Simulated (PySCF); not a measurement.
SnI3, SMILES [I][Sn+]([I])[I], charge +1. Heavy atoms are numbered as in [Sn+:1]([I:2])([I:3])[I:4].

Geometry: PBE0-D3(BJ)/def2-SVP. The multiplicity is an assumed one; no other spin state was optimised. The isomer is the one that the SMILES or the coordinates give; other isomers of the formula were not compared. The def2 effective core potentials stand for the cores of I, Sn; spin–orbit coupling is left out.

Level of theory: PBE/def2-TZVP (PySCF).

ESP charges are fitted to the potential on shells at 1.4 to 2.0 van der Waals radii. Atomic charges (e), one atom of each kind:

| atom | Mulliken | ESP fit | Löwdin |
|---|---|---|---|
| Sn1 | [?] | -0.03 | -0.18 |
| I2 | [?] | 0.35 | 0.39 |

Problem. What belongs in the gaps? (The exact figures need the calculation; the answer reports its results.)

Solution. 
- Sn1, Mulliken: 0.68
- I2, Mulliken: 0.11
